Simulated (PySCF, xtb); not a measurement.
GeH2, SMILES [GeH2] (connectivity only; charge and spin as stated), neutral, multiplicity 1.

Harmonic wavenumbers (cm⁻¹) from GFN2-xTB (xtb) at its own minimum, in rising order: 953, 1534, 1604.

Problem. What does PBE-D3(BJ)/def2-TZVPD run with PySCF 2.14.0 give at its own minimum? (An estimate is asked for; the answer gives what the named calculation found.)

Solution. 898, 1844, 1857. Paired by order, the mean absolute difference is 206 cm⁻¹ and the zero-point energies are 5.8 and 6.6 kcal/mol.
